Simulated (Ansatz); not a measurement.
Calculated with Ansatz (gas phase, PBE0-D4/def2-TZVP geometries, no zero-point term in ΔE). CBS: MP2 limit from def2 TZ/QZ plus the TZ coupled-cluster correction, frozen cores. Functionals use def2-TZVPP. B3LYP here is the variant with VWN-RPA as its local correlation; programs differ in this. For Ge outer-core shells are correlated without core-valence functions, which leaves a few kJ/mol of doubt a bond. Scalar relativity is left out up to krypton. Each species was taken in one conformer, which may not be the lowest.

Reaction (redistribution): `[GeH3][SiH2][GeH2][GeH3]` + `[OH][GeH2][SiH2][SiH3]` → `[OH][GeH2][GeH3]` + `[SiH3][SiH2][GeH2][SiH2][GeH3]`

(1) Is it downhill or uphill in electronic energy at CCSD(T)/CBS, and by how much? (An estimate is asked.)

(2) What do these levels give: revPBE-D4, BLYP-D4, B3LYP-D4, CAM-B3LYP-D4, HF/def2-TZVPP, MP2/def2-QZVPP? (An estimate is asked.)

Largest T1 diagnostic among the species: 0.013.

## Answers

(1) Computed: Nearly level: ΔE = -0.02 eV.

(2) Computed: revPBE-D4 -0.04, BLYP-D4 -0.04, B3LYP-D4 -0.03, CAM-B3LYP-D4 -0.03, HF/def2-TZVPP 0.03, MP2/def2-QZVPP -0.03 eV.

In def2-TZVPP, CCSD(T) changes the Hartree–Fock value by −0.04 eV (the triples alone add −0.01 eV) and MP2 by −0.05 eV. The D4 term adds −0.05 eV with B3LYP and −0.03 eV with PBE0; it sums over pairs of atoms, weighted by their polarisabilities, and B3LYP, whose exchange is more repulsive, gets the larger term.
